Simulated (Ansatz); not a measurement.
`[SiH3][SiH2][S][GaH2]` + `SS` → `[SiH3][SiH2]SS` + `[SH][GaH2]` at 600 K and 1 bar (ligand exchange at the Si–S bond).

Gas-phase electronic energies from Ansatz, PBE0-D4/def2-TZVP geometries. CCSD(T)/CBS adds triple-zeta CCSD(T) − MP2 to the extrapolated MP2 energy (def2 sets, frozen cores). This one scheme is used for every species. For Ga outer-core shells are correlated without core-valence functions, which leaves a few kJ/mol of doubt a bond. Scalar relativity is left out up to krypton. One conformer a species, not always the lowest.

```tsv
species	CCSD(T)/CBS energy (Eh)	H − E (kJ/mol)	S (J/(mol·K))
`[SiH3][SiH2][S][GaH2]`	-2904.12092	226.9	511.3
`SS`	-796.74576	76.7	289.3
`[SiH3][SiH2]SS`	-1377.32858	208.1	481.9
`[SH][GaH2]`	-2323.53734	95.0	327.9
```

H − E and S are ideal-gas, rigid-rotor, harmonic terms from PBE0-D4/def2-TZVP, for one conformer and one mirror image of each species. 1 Eh = 2625.50 kJ/mol, R = 8.31446 J/(mol·K).

Problem. By hand: ΔE, ΔH, ΔS and ΔG.

Solution. ΔE = (-1377.32858) + (-2323.53734) − (-2904.12092) − (-796.74576) = 0.00076 Eh = 2.0 kJ/mol. Δ(H − E) = 208.1 + 95.0 − 226.9 − 76.7 = -0.5, so ΔH = 1.5 kJ/mol. ΔS = 481.9 + 327.9 − 511.3 − 289.3 = 9.2 J/(mol·K). ΔG = 1.5 − 600 × (9.2)/1000 = -4.0 kJ/mol.

Problem. By hand: the equilibrium constant, and the temperature at which ΔG would vanish if ΔH and ΔS stayed fixed.

Solution. log₁₀ K = −ΔG/(RT ln 10) = 0.3. ΔG = 0 at ΔH/ΔS = 163 K, though so small a ΔH makes that figure unsure.

TΔS isn't small against ΔH here. The sign of ΔG lies within the doubt. A doubt of 5 kJ/mol in ΔE shifts log₁₀ K by 0.4 here. Other conformers and mirror images would add mixing entropy, several J/(mol·K) or more a flexible species. Modes under 60 cm⁻¹, often nearly free rotors, make the harmonic entropy too high. These are equilibria of isolated gas molecules and say nothing of rates. Largest T1 diagnostic: 0.014 (customary marks: 0.02 for closed shells, 0.045 for open ones).
